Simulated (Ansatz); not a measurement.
Mulliken charges of `N[SiH2][InH2]` from r2SCAN/def2-TZVPP in Ansatz (PBE0-D4/def2-TZVP geometry).

```
atom   x (Å)   y (Å)   z (Å)  charge (e)
  N1  -0.891   0.591  -1.336      -0.446
 Si2   0.374   0.744  -0.169       0.203
 In3   0.267  -1.255   1.446       0.437
  H4  -1.096  -0.314  -1.727       0.157
  H5  -1.036   1.316  -2.022       0.149
  H6   0.170   2.037   0.545      -0.085
  H7   1.759   0.832  -0.741      -0.112
  H8  -0.551  -2.717   0.992      -0.155
  H9   1.004  -1.234   3.012      -0.148
```

Task: By hand: the dipole of these point charges (1 e Å = 4.8032 D).

Result: Σ q r = (-0.011, -0.177, 0.058) e Å, of length 0.187 e Å = 0.90 D.

Task: How does the dipole of the full density compare? (An estimate is asked.)

Result: The calculation gave: (-0.069, 0.024, -0.300) e Å, 1.48 D; the point charges give 0.61 times that, at 111° from its direction.

Point charges leave out the atoms' own dipoles, such as those of lone pairs, and Mulliken's split depends on the basis, so the two needn't agree.
